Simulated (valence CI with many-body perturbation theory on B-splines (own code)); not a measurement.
## Sm⁵⁶⁺: electric-dipole lines

Method: valence CI with perturbative core correlation (CI+MBPT): four valence electrons over a frozen Dirac-Fock core [He], a basis of 11 s, 11 p, 10 d, 8 f, 5 g, 2 h functions for each j, with the one-electron correlation potential Σ1, the two-electron term Σ2, the three-electron term Σ3, Breit, model QED; selected CI, second order for the rest, scaled by the run's own slope (own B-spline code, finite nucleus).

The last digits are not significant, and no measured levels were compared; by estimate large intervals hold to a few tenths of a per cent, small ones and those within an open d or f shell to about a per cent. Among the levels kept, up to 900 cm⁻¹ of a level comes from second order outside the variational space, and about a tenth of that is noise between levels of different J, which matters for small intervals.

Lines 151 to 200 of 552 in falling wavelength, among levels below 9015.8 eV, chosen from the strongest by gf and those to the six lowest levels. Wavelengths and rates use the calculated energies. Electric multipoles are in the length gauge with retardation, E1 and E2 with the static RPA response of the core. Weak lines are less certain than strong ones. Lines between different terms over intervals too small for the method are left out, as are lines whose strength nearly cancels. The highest levels of a list are the least certain.

Levels are named by their leading jj configuration (3d3/2^4 stands for four electrons in 3d with j = 3/2), which in mixed levels can hold well under half, so a name can repeat and another be missing. Letters in brackets count levels of one name in rising energy.

```
λ vac (Å)                           Upper                           Lower   A (s⁻¹)  S (a.u.) with core polarisation  S without
    15.16          (2s 2p3/2^2 3d5/2) J=5          (2s^2 2p3/2 3d5/2) J=4  4.20e+11                         7.93e-03   7.95e-03
    15.16   (2p1/2 2p3/2^2 3p3/2) J=2 [a]  (2s 2p1/2 2p3/2 3p3/2) J=1 [c]  5.97e+11                         5.13e-03   5.14e-03
    15.15          (2s 2p3/2^2 3p3/2) J=4          (2s^2 2p3/2 3p3/2) J=3  4.26e+11                         6.58e-03   6.59e-03
    15.12       (2p1/2 2p3/2^2 3d5/2) J=3  (2s 2p1/2 2p3/2 3d5/2) J=2 [c]  5.11e+11                         6.10e-03   6.11e-03
    15.12             (2s 2p3/2^2 3s) J=3             (2s^2 2p3/2 3s) J=2  5.37e+11                         6.40e-03   6.41e-03
    15.06          (2s 2p3/2^2 3d3/2) J=4          (2s^2 2p3/2 3d3/2) J=3  4.21e+11                         6.38e-03   6.39e-03
    15.01          (2s 2p3/2^2 3p1/2) J=3          (2s^2 2p3/2 3p1/2) J=2  4.83e+11                         5.64e-03   5.65e-03
    14.93   (2p1/2 2p3/2^2 3p3/2) J=3 [a]  (2s 2p1/2 2p3/2 3p3/2) J=2 [c]  1.07e+12                         1.23e-02   1.23e-02
    14.90      (2s 2p1/2 2p3/2^2) J=2 [a]          (2s^2 2p1/2 2p3/2) J=1  5.44e+11                         4.44e-03   4.45e-03
    14.87       (2p1/2 2p3/2^2 3d5/2) J=4  (2s 2p1/2 2p3/2 3d5/2) J=3 [c]  1.01e+12                         1.47e-02   1.48e-02
    14.78   (2p1/2 2p3/2^2 3p1/2) J=2 [a]  (2s 2p1/2 2p3/2 3p1/2) J=1 [b]  6.90e+11                         5.49e-03   5.50e-03
    14.75   (2p1/2 2p3/2^2 3p3/2) J=3 [b]  (2s 2p1/2 2p3/2 3p3/2) J=2 [d]  8.55e+11                         9.48e-03   9.49e-03
    14.60   (2p1/2 2p3/2^2 3d3/2) J=3 [b]  (2s 2p1/2 2p3/2 3d3/2) J=2 [d]  8.94e+11                         9.63e-03   9.64e-03
    14.52   (2p1/2 2p3/2^2 3d3/2) J=3 [a]  (2s 2p1/2 2p3/2 3d3/2) J=2 [c]  5.49e+11                         5.81e-03   5.82e-03
    14.51          (2s 2p1/2 2p3/2^2) J=3          (2s^2 2p1/2 2p3/2) J=2  5.17e+11                         5.45e-03   5.46e-03
    14.49       (2p1/2 2p3/2^2 3p3/2) J=4  (2s 2p1/2 2p3/2 3p3/2) J=3 [c]  1.52e+12                         2.06e-02   2.06e-02
    14.47   (2p1/2 2p3/2^2 3p1/2) J=2 [b]  (2s 2p1/2 2p3/2 3p1/2) J=1 [c]  1.42e+12                         1.06e-02   1.07e-02
    14.45      (2p1/2 2p3/2^2 3s) J=2 [b]     (2s 2p1/2 2p3/2 3s) J=1 [c]  6.80e+11                         5.06e-03   5.07e-03
    14.42          (2p1/2 2p3/2^2 3s) J=3     (2s 2p1/2 2p3/2 3s) J=2 [c]  9.79e+11                         1.01e-02   1.02e-02
    14.40       (2p1/2 2p3/2^2 3d3/2) J=4  (2s 2p1/2 2p3/2 3d3/2) J=3 [c]  1.16e+12                         1.54e-02   1.54e-02
    14.33       (2p1/2 2p3/2^2 3p1/2) J=3  (2s 2p1/2 2p3/2 3p1/2) J=2 [c]  1.01e+12                         1.03e-02   1.03e-02
    14.20   (2p1/2 2p3/2^2 3p3/2) J=2 [b]  (2s 2p1/2 2p3/2 3p3/2) J=1 [d]  1.37e+12                         9.68e-03   9.70e-03
    14.05                (2s 2p3/2^3) J=2              (2s^2 2p3/2^2) J=2  1.89e+12                         1.29e-02   1.29e-02
    13.98      (2s 2p3/2^2 3p3/2) J=3 [b]          (2s^2 2p3/2 3p3/2) J=2  8.28e+11                         7.82e-03   7.83e-03
    13.97      (2s 2p3/2^2 3d5/2) J=4 [b]          (2s^2 2p3/2 3d5/2) J=3  6.84e+11                         8.28e-03   8.30e-03
    13.94  (2s 2p1/2 2p3/2 3d5/2) J=3 [c]          (2s^2 2p1/2 3d5/2) J=2  2.03e+12                         1.90e-02   1.91e-02
    13.93           (2p1/2^2 2p3/2^2) J=2          (2s 2p1/2^2 2p3/2) J=1  1.60e+12                         1.07e-02   1.07e-02
    13.93             (2p1/2 2p3/2^3) J=1      (2s 2p1/2 2p3/2^2) J=1 [a]  2.24e+12                         8.98e-03   8.99e-03
    13.92  (2s 2p1/2 2p3/2 3d5/2) J=4 [c]          (2s^2 2p1/2 3d5/2) J=3  1.90e+12                         2.28e-02   2.28e-02
    13.90  (2s 2p1/2 2p3/2 3p3/2) J=2 [c]          (2s^2 2p1/2 3p3/2) J=1  1.76e+12                         1.16e-02   1.17e-02
    13.89   (2p1/2 2p3/2^2 3p3/2) J=1 [c]  (2s 2p1/2 2p3/2 3p3/2) J=1 [c]  1.26e+12                         5.00e-03   5.01e-03
    13.89  (2s 2p1/2 2p3/2 3d3/2) J=2 [c]          (2s^2 2p1/2 3d3/2) J=2  1.59e+12                         1.05e-02   1.05e-02
    13.88  (2s 2p1/2 2p3/2 3p3/2) J=3 [c]          (2s^2 2p1/2 3p3/2) J=2  2.07e+12                         1.91e-02   1.92e-02
    13.88      (2s 2p3/2^2 3d5/2) J=2 [b]          (2s^2 2p3/2 3d5/2) J=1  9.54e+11                         6.29e-03   6.30e-03
    13.87     (2s 2p1/2 2p3/2 3s) J=1 [b]             (2s^2 2p1/2 3s) J=1  1.80e+12                         7.11e-03   7.12e-03
    13.85       (2p1/2^2 2p3/2 3d5/2) J=2          (2s 2p1/2^2 3d5/2) J=2  1.16e+12                         7.61e-03   7.62e-03
    13.84      (2s 2p3/2^2 3d5/2) J=3 [c]          (2s^2 2p3/2 3d5/2) J=3  1.44e+12                         1.32e-02   1.32e-02
    13.83      (2s 2p3/2^2 3p3/2) J=2 [c]          (2s^2 2p3/2 3p3/2) J=2  1.96e+12                         1.28e-02   1.28e-02
    13.82       (2p1/2^2 2p3/2 3p3/2) J=1          (2s 2p1/2^2 3p3/2) J=1  1.49e+12                         5.83e-03   5.84e-03
    13.81      (2p1/2 2p3/2^2 3s) J=1 [b]     (2s 2p1/2 2p3/2 3s) J=2 [c]  1.82e+12                         7.10e-03   7.11e-03
    13.81             (2p1/2 2p3/2^3) J=2      (2s 2p1/2 2p3/2^2) J=2 [b]  3.30e+12                         2.14e-02   2.15e-02
    13.81                   (2p3/2^4) J=0                (2s 2p3/2^3) J=1  7.53e+12                         9.79e-03   9.80e-03
    13.80   (2p1/2 2p3/2^2 3p3/2) J=2 [c]  (2s 2p1/2 2p3/2 3p3/2) J=2 [d]  1.56e+12                         1.01e-02   1.01e-02
    13.80  (2s 2p1/2 2p3/2 3p1/2) J=1 [b]          (2s^2 2p1/2 3p1/2) J=1  2.48e+12                         9.65e-03   9.67e-03
    13.79   (2p1/2 2p3/2^2 3p3/2) J=3 [b]  (2s 2p1/2 2p3/2 3p3/2) J=3 [b]  1.25e+12                         1.13e-02   1.14e-02
    13.79  (2s 2p1/2 2p3/2 3d3/2) J=3 [c]          (2s^2 2p1/2 3d3/2) J=2  1.76e+12                         1.59e-02   1.59e-02
    13.77  (2s 2p1/2 2p3/2 3p1/2) J=2 [c]          (2s^2 2p1/2 3p1/2) J=1  2.03e+12                         1.31e-02   1.31e-02
    13.76       (2p1/2^2 2p3/2 3d5/2) J=4          (2s 2p1/2^2 3d5/2) J=3  1.41e+12                         1.63e-02   1.63e-02
    13.76       (2p1/2^2 2p3/2 3p3/2) J=3          (2s 2p1/2^2 3p3/2) J=2  1.62e+12                         1.45e-02   1.46e-02
    13.75   (2p1/2 2p3/2^2 3p1/2) J=1 [b]  (2s 2p1/2 2p3/2 3p1/2) J=2 [c]  1.98e+12                         7.62e-03   7.64e-03
```
